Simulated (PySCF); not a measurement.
ClOV, neutral, multiplicity 3. Atoms are numbered in the order given.

```xyz
3

V      0.2624    -0.5521     0.0000
O     -0.4616    -1.9608     0.0000
Cl    -0.1378     1.6696     0.0000
```
Charge 0, spin multiplicity 3.

The structure is a stationary point at B3LYP-D3(BJ)/def2-TZVP. The multiplicity is an assumed one; other spin states were not compared.

Method: M06-2X/def2-TZVPD (PySCF).

Mulliken values depend strongly on the basis, most of all with diffuse functions as here. ESP charges are fitted to the potential on shells at 1.4 to 2.0 van der Waals radii. Atomic charges (e):

| atom | Mulliken | meta-Löwdin | ESP fit | Mulliken spin |
|---|---|---|---|---|
| V1 | 1.24 | 1.23 | 1.07 | 2.24 |
| O2 | -0.74 | -0.60 | -0.61 | -0.23 |
| Cl3 | -0.50 | -0.63 | -0.46 | -0.01 |
